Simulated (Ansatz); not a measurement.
Reaction (atomization): `[CH2]1[SiH2][S][SnH2]1` → C• + 6 H• + S• + Si• + Sn•

Isolated molecules relaxed with PBE0-D4/def2-TZVP in Ansatz; ΔE leaves out vibrations. CCSD(T)/CBS adds triple-zeta CCSD(T) − MP2 to the extrapolated MP2 energy (def2 sets, frozen cores). This one scheme is used for every species, atoms too. DFT in def2-TZVPP. B3LYP here is the variant with VWN-RPA as its local correlation; programs differ in this. Open shells (•) are unrestricted, without spin–orbit coupling. Spin–orbit coupling would lower the free atoms: a little for C, S, Si; strongly for Sn. Elements past krypton have def2 core potentials. For Sn outer-core shells are correlated without core-valence functions, so the limit isn't a true one: a few kJ/mol of doubt a bond, and 10 to 20 or more in all where bonds break to atoms.

**Question.** What is ΔE at CCSD(T)/CBS? (Best estimate.)

**Answer.** The calculation gave: +752.5 kcal/mol.

**Question.** What do these levels give: r2SCAN-D4, B3LYP-D4, B2PLYP, r2SCAN, PBE0, HF/def2-TZVPP, MP2/def2-TZVPP, SCS-MP2/def2-TZVPP, CCSD(T)/def2-TZVPP, HF/CBS(def2), MP2/CBS(def2), CCSD/CBS(def2)? (Best estimate.)

**Answer.** Computed: r2SCAN-D4 748.1, B3LYP-D4 740.6, B2PLYP 731.7, r2SCAN 746.5, PBE0 738.2, HF/def2-TZVPP 544.4, MP2/def2-TZVPP 730.0, SCS-MP2/def2-TZVPP 730.5, CCSD(T)/def2-TZVPP 729.5, HF/CBS(def2) 545.9, MP2/CBS(def2) 753.0, CCSD/CBS(def2) 740.8 kcal/mol.

Largest T1 diagnostic among the species: 0.012.

In def2-TZVPP, CCSD(T) changes the Hartree–Fock value by +185.1 kcal/mol (the triples alone add +11.7 kcal/mol) and MP2 by +185.6 kcal/mol; breaking electron pairs costs correlation energy, which Hartree–Fock lacks. The D4 term adds +11.3 kcal/mol with B3LYP and +5.9 kcal/mol with PBE0; it sums over pairs of atoms, weighted by their polarisabilities, and B3LYP, whose exchange is more repulsive, gets the larger term. From PBE to PBE0 (25 % exact exchange), in def2-TZVPP and without D4, ΔE moves by −3.2 kcal/mol: exact exchange takes away binding that semilocal exchange gives to molecules.

For atomizations the MP2-based limit and the directly extrapolated one differ by several kJ/mol either way, and by 10 to 25 for some Ge, Se and Sn compounds, so smaller differences from it don't rank the levels.
